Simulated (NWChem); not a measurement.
C2H4Cl2Si; SMILES ClC(=C[SiH3])Cl

Program: NWChem. Medium grid unless said otherwise, to which SCAN and Minnesota functionals are sensitive. Structure relaxed at the PBE0/def2-SVP level.

Q: Order these by “orbital gap (eV)”, lowest first: Hartree-Fock/def2-TZVP; TPSSh/def2-TZVP; BLYP/def2-TZVP.

A: BLYP/def2-TZVP (4.39), TPSSh/def2-TZVP (5.38), Hartree-Fock/def2-TZVP (12.55)
